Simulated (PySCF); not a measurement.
Cl₃HSTi, SMILES [Ti]([Cl])([Cl])([SH])[Cl], multiplicity 1. The structure is a stationary point at PBE-D3(BJ)/def2-SVP. The spin state was assumed, not searched. The structure was generated by enumeration; whether it is a known compound was not checked. The values are those of a single conformer.

Calculation: PBE-D3(BJ)/def2-SVP (PySCF).

Harmonic wavenumbers (cm⁻¹): 88, 102, 122, 126, 127, 157, 358, 428, 477, 483, 524, 2580. Rotational constants (GHz): 1.157, 1.117, 1.091; symmetry number 1.

Work out the zero-point energy and the ideal-gas rigid-rotor harmonic-oscillator thermochemistry at 298.15 K and 1 atm.

ZPE = ½ Σ hcν = ½ × 5572 cm⁻¹ = 33.33 kJ/mol. H − E(el) = 57.70 kJ/mol. Entropy in J/(mol K): translation 174.01, rotation 124.74, vibration 95.37, total 394.11. G − E(el) = -59.81 kJ/mol. Cp = 109.98 J/(mol K). Modes under 150 cm⁻¹ make the vibrational entropy uncertain.
